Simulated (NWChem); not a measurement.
## Atomisation of H6ClNOSi2

SMILES: N[Si@](O)([SiH3])Cl
```xyz
11

N     -1.5552     1.0782    -0.6921
Si    -0.3325     0.1889     0.1623
O     -0.6478     0.2349     1.8061
Si     1.9139     0.8364    -0.0402
Cl    -0.4887    -1.7485    -0.6351
H     -1.6090     2.0947    -0.5827
H     -1.7995     0.7951    -1.6441
H     -1.5902     0.0964     2.0214
H      2.1042     2.2590     0.4202
H      2.3109     0.7577    -1.4906
H      2.8207    -0.0593     0.7585
```
Charge 0, spin multiplicity 1.

Program: NWChem. All single points use one geometry, from PBE/def2-SVP, with no frequency check, so it may be a saddle point. It is one conformer; others weren't searched.

Basis set: def2-SVP. The atomisation energy is electronic alone: no zero-point, thermal, spin-orbit or counterpoise terms. No value is extrapolated to the basis-set limit. Free atoms are single determinants with multiplicities N 4, Si 3, O 3, Cl 2, H 2. Correlated methods freeze the same cores in atoms and molecule, 17 orbitals in all.

Relative cost: rough, from shared machines, SCF included, HF = 1. Costs are the molecule's.

B3LYP has NWChem's definition, with VWN1-RPA local correlation. GW and range-separated runs recompute their integrals, the others keep them in memory, which bears on the times. The structure started from a generated list of species. The stability of the SCF solutions was not checked. Open-shell Hartree-Fock references start from PBE0 orbitals; any time given for them includes that run.

```csv
method,atomisation energy (kcal/mol),relative cost
LC-wPBE (omega 0.3 per bohr),871.9,10
PBE0,864.0,under 3
BLYP,860.2,under 3
PBE,…,under 3
TPSS,…,4
B3LYP,863.9,under 3
HF,620.8,1
MP2,820.8,under 3
```

Complete the blanks.


- PBE, atomisation energy (kcal/mol): 879.7
- TPSS, atomisation energy (kcal/mol): 878.0
